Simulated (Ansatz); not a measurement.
Basis-set extrapolation for `C1[SiH2][AlH][SiH2][SiH2]1` (PBE0-D4/def2-TZVP geometry, frozen core, the Gaussian-basis code of Ansatz). Multiplicity 1, RHF reference.

|  | def2-TZVPP | def2-QZVPP |
| --- | --- | --- |
| HF | -1151.868696 | -1151.903514 |
| MP2 correlation | -0.619992 | -0.663486 |
| CCSD(T) correlation | -0.729467 | not run |

Energies in hartree. Use E(X) = E(∞) + A·exp(−7.88·√X) for Hartree–Fock and E(X) = E(∞) + B·X^(−2.97) for correlation, with X = 3 and 4, and add CCSD(T) minus MP2 of the smaller set to the MP2 limit.

What is the CCSD(T) energy at the basis-set limit?

HF limit: -1151.903514 + (-0.034818) × 0.13774 = -1151.90831. MP2 limit: -0.663486 + (-0.043494) × 0.74074 = -0.69570. Higher-order term: -0.729467 − (-0.619992) = -0.10947. Total: -1152.71348 hartree, 72.4 kcal/mol below CCSD(T)/def2-TZVPP.
